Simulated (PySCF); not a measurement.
## Structure from 2D NMR

Compound of formula C3H4F4O. Correlations simulated from computed shifts and couplings:

HSQC (one-bond C–H):
```csv
δH,δC,"1J(C,H) (Hz)"
5.17,109.4,177
3.57,58.5,150
```

HMBC (two and three bonds, |J| ≥ 2.5 Hz):
```csv
δH,δC [abs. J in Hz]
5.17,58.5 [5.6]
3.57,109.4 [5.5]
```

Carbons without hydrogens: δ 127.7.

A single conformation, gas phase, relativity neglected, rapidly exchanging positions averaged. B3LYP/pcJ-1 coupling constants (spin–dipole term only in couplings to heteroatoms); KT3/pcSseg-2 with gauge-including orbitals; geometry from PBE0-D3(BJ)/def2-SVP; PySCF.

δ = σ(ref) − σ, references computed at the same level: 1H (31.35 ppm), 13C (181.31 ppm) against TMS.

Exchangeable hydrogens are left out of these lists, and C,H couplings along chains are those of one rotamer, so weak HMBC peaks may be missing or extra.

Question: Assemble the structure.

Answer: SMILES FC([C@@H](OC)F)(F)F.

Numbering as in the mapped SMILES `[CH3:1][O:2][C@@H:3]([F:4])[C:5]([F:6])([F:7])[F:8]` (H(Xn): hydrogen on atom n).

δC 127.7 is C5, a CF3 carbon. δC 109.4 is C3, an sp3 CH bonded to F and O (δH 5.17). δC 58.5 is C1, a methyl carbon bonded to O (δH 3.57).

The shifts were computed for this structure.

Common functionals overestimate the size of one-bond C–F couplings by tens of Hz; these are unscaled. Shifts are as computed, not scaled to solution data. Of 1211 compounds with measured shifts, 218 miss one by over three times the rms of a fit or turn the order of signals round; such compounds aren't used in these exercises.
